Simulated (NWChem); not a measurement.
System: MgGeH₃Cl; SMILES [Cl][Mg][GeH3]

```xyz
6

Mg     0.0626    -0.8723    -0.0001
Cl     0.3400    -3.0741     0.0006
Ge    -0.2567     1.6796    -0.0009
H     -1.1487     2.1787     1.1746
H      1.0875     2.4568     0.1241
H     -0.9332     2.2048    -1.3021
```
Atoms are numbered in this order, from 1.

Level: PBE-D3(BJ)/def2-SVP (NWChem), optimised geometry, unscaled harmonic frequencies. 

```
frequency (cm⁻¹)  IR intensity (km/mol)
----------------  ---------------------
95                                 23.4
95                                 23.4
201                                 0.6
354                                 0.2
354                                 0.2
525                                64.0
754                               230.8
860                                32.2
860                                32.2
2038                               77.7
2053                              107.5
2053                              107.5
```

* **zero-point energy**: 14.6 kcal/mol
* **thermal correction to the enthalpy at 298.15 K (with zero-point energy)**: 19.0 kcal/mol
* **heat capacity Cv**: 17.9 cal/(mol K)
* **entropy at 298.15 K and 1 atm (symmetry number 3)**: 77.2 cal/(mol K)
* **dipole moment**: 1.24 D

Rigid rotor and harmonic oscillator; modes under 100 cm⁻¹ make the entropy uncertain.
